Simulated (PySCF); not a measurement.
**[YbH3(H2O)]− relaxed at several levels**

Computed with PySCF 2.14.0, PBE0, def2-SVP on the ligands, density fitting, scalar-relativistic core potentials, no spin-orbit coupling, vacuum. Each row is relaxed at its own level from the same template. Distances are means of the shortest metal–ligand contacts, charges and spins Mulliken's; removal energies are rigid, with the ligand's formal charge and no counterpoise, so too large; for an anion taken off a cation in vacuum most of it is the attraction of opposite charges, and multiply charged cations can part far more cheaply with an electron moved from ligand to metal. lcecp potentials hold a fixed number of 4f electrons in the core, out of states, spins and gaps.

```json
{"level": "PBE0", "basis on the metal": "def2-SVP with ECP28", "point group": "C1", "M–H (Å)": "2.225", "M–H2O (Å)": "2.293", "charge on M (e)": "0.32", "HOMO–LUMO gap (eV)": "3.46", "removal of one H (eV)": "3.95", "strongest infrared band, degenerate modes summed (cm⁻¹)": "904", "unstable modes (below −25 cm⁻¹)": "0"}
```

(1) What does the calculation give for PBE0, lcecp-0-SVP with ECP60?

Moved off a saddle point of the template and relaxed again: PBE0. One start shape was tried for each, so a minimum needn't be the lowest isomer.

Answers

(1) point group: Cs, M–H (Å): 2.270, M–H2O (Å): 2.475, charge on M (e): -0.07, removal of one H (eV): 4.27, strongest infrared band, degenerate modes summed (cm⁻¹): 547, unstable modes (below −25 cm⁻¹): 0.
```xyz
7

Yb   -0.2745   -0.3334    0.3334
H     0.3736    1.8178    0.7407
H    -0.9312   -1.8496    1.8496
H     0.3736   -0.7407   -1.8178
O    -1.2045    1.3356   -1.3356
H    -0.5950    1.8646   -0.7588
H    -0.5950    0.7588   -1.8646
```
